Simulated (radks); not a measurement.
Spherical quantum dot in the effective-mass picture: electrons in a parabolic well V = omega^2 r^2 / 2 with omega = 0.61, with a point charge +1 (a donor) at the centre, all in effective atomic units (hartree* = m*/eps^2 hartree, bohr* = eps/m* bohr), one dielectric constant everywhere. Calculated with a radial shooting solver with Libxc functionals: non-relativistic Kohn-Sham, PBEsol, spin-polarised, spherical densities. Levels are named by radial order and angular momentum (1s, 1p, 1d, 2s, ...), and open shells are averaged over m. Results are scaled to m* = 0.294 and eps = 7.3, for which hartree* = 150.1 meV and bohr* = 1.314 nm.

N = 20, configuration 1s2 1p6 1d10 2s2. This is the lowest configuration that the search found. Occupied and some empty levels:

level,occupation,eigenvalue (meV),<r> (nm)
1s,2,1061.1,2.387
1p,6,1114.1,3.638
2s,2,1144.6,3.437
1d,10,1158.8,4.163
1f,0,1207.9,4.544
2p,0,1222.1,3.891
1g,0,1261.7,4.861

Energy (meV): total 13632.6, kinetic 1544.2, external 3763.7, Hartree 9368.5, exchange-correlation -1043.8.
